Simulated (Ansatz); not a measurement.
AlH3 (SMILES [AlH3]), charge 0, multiplicity 1, relaxed at each level with Ansatz (a quantum-chemistry and plane-wave program); harmonic frequencies from differences of analytic forces, average atomic masses, frozen cores.

### Question
Give the equilibrium geometry, the harmonic frequencies and the zero-point energy at CCSD(T)/cc-pV(D+d)Z.

### Answer

(charge 0, multiplicity 1):
```xyz
4

Al     0.00000     0.00000     0.00000
H      1.57538    -0.14634    -0.00158
H     -0.91442    -1.29115     0.00100
H     -0.66096     1.43749     0.00058
```
Frequencies (cm⁻¹): 720, 795, 795, 1938, 1948, 1948. Zero-point energy 11.64 kcal/mol.

### Question
Give the equilibrium geometry, the harmonic frequencies and the zero-point energy at CCSD(T)/cc-pV(T+d)Z.

### Answer

(charge 0, multiplicity 1):
```xyz
4

Al     0.000     0.000     0.000
H      1.575    -0.146    -0.002
H     -0.914    -1.291     0.001
H     -0.661     1.437     0.001
```
Frequencies (cm⁻¹): 715, 797, 797, 1939, 1943, 1943. Zero-point energy 11.63 kcal/mol.
